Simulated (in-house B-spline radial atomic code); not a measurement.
S³⁺ is squeezed into an impenetrable sphere of radius R (the orbitals vanish at R). No spin polarisation. Level of theory: non-relativistic Hartree-Fock, average of configuration, point nucleus; calculated with a B-spline radial code for spherical atoms.

Energies in eV above the free ion in [Ne] 3s2 3p1:

```
R (bohr)  highest level (eV)  [Ne] 3s2 3p1  [Ne] 3s1 3p2  [Ne] 3s2 3d1  -dE/dV in [Ne] 3s2 3p1 (GPa)
    8.49               -46.7             0         11.28         17.66                      2.16e-06
    6.09               -46.7      0.001046         11.29         17.68                       0.00738
    5.35               -46.7      0.009609          11.3         17.76                        0.0852
    4.04               -46.4        0.3958         11.82         18.82                          5.65
    3.37               -45.2          2.31         14.13         21.75                          44.8
    3.21               -44.5         3.468         15.47         23.23                          73.1
    2.76               -40.8         10.59          23.4         31.37                           292
    2.39               -33.9         26.01         39.88         47.29                           948
    1.77                2.26         119.8         135.6         135.8                          8420
    1.26                 122         489.9         496.7         467.5                         81000
```

Problem. Does [Ne] 3s1 3p2 fall below [Ne] 3s2 3p1 under compression?

Solution. No, it stays above over the whole range.

Problem. Does [Ne] 3s2 3d1 fall below [Ne] 3s2 3p1 under compression?

Solution. Yes, between R = 1.77 and 1.26 bohr the order changes (near 1.56 bohr by linear interpolation).

The highest level is first positive in the row R = 1.77 bohr, pushed up by confinement above the zero of the free ion's potential. Each configuration is held fixed and needn't be the lowest in the sphere.
